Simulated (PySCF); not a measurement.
A side-by-side comparison of computed properties.

First species: Ta(NMe)F3, CH₃F₃NTa (singlet state).
Structure used (PBE0-D3(BJ)/def2-SVP), in Å, numbered top down from 1:
```
atom  x, y, z in Å
Ta1    0.2615    0.0147   -1.5325
N2    -0.0402   -0.0053    0.1956
C3    -0.2749   -0.0160    1.5947
H4     0.0132    0.9448    2.0547
H5    -1.3416   -0.1884    1.8186
H6     0.3050   -0.8133    2.0904
F7     2.1337    0.0227   -1.7651
F8    -0.5320    1.5864   -2.2111
F9    -0.5247   -1.5456   -2.2454
```

Second species: 1,1-dimethoxypropane, C5H12O2.
SMILES: `C(CC)(OC)OC`

Levels: B3LYP/def2-SVPD for dipole moment, HOMO energy, LUMO energy, HOMO–LUMO gap and static isotropic polarisability; TDDFT B3LYP/def2-SVPD for lowest singlet excitation. Geometries: PBE0-D3(BJ)/def2-SVP. Each species is one conformer at its optimised geometry, gas phase (atoms past krypton carry core potentials, spin–orbit coupling is left out); the electronic structure was computed with PySCF and density fitting.

Dipoles, sizes and rotational constants follow the conformer. The torsions of the flexible species, by atom-mapped SMILES:
- `[CH3:1][CH2:2][CH:3]([O:4][CH3:5])[O:6][CH3:7]`: C1–C2–C3–O4 -63°, C2–C3–O4–C5 173°, C2–C3–O6–C7 -88°

Values for the first species:

| Item | Value |
| --- | --- |
| Dipole moment | 1.42 D |
| HOMO energy | -7.76 eV |
| LUMO energy | -1.34 eV |
| HOMO–LUMO gap | 6.42 eV |
| Lowest singlet excitation | 4.91 eV |
| Static isotropic polarisability | 60.0 au |

Problem. Estimate the same properties for the second species, and the change in each.

Solution. 
```csv
property,first,second,second less first
dipole moment,1.42 D,1.78 D,+0.36 D
HOMO energy,-7.76 eV,-7.30 eV,+0.46 eV
LUMO energy,-1.34 eV,0.43 eV,+1.77 eV
HOMO–LUMO gap,6.42 eV,7.73 eV,+1.31 eV
lowest singlet excitation,4.91 eV,6.82 eV,+1.91 eV
static isotropic polarisability,60.0 au,74.2 au,+14.2 au
```

On the first: Point group C3 permits a dipole; with 1.42 D the species has a pure rotational spectrum. The 10 singlets span 4.91 to 6.57 eV, and their oscillator strengths add up to 0.06. Atoms past krypton carry effective core potentials; spin–orbit coupling is left out.

On the second: The polarisability is 10.99 Å³ as a volume (1 au = 0.148185 Å³), or 1.28 au for each of the 58 electrons. No computed singlet falls in the visible range (750 to 380 nm, 1.65 to 3.26 eV); S1 lies 3.56 eV above its blue end.
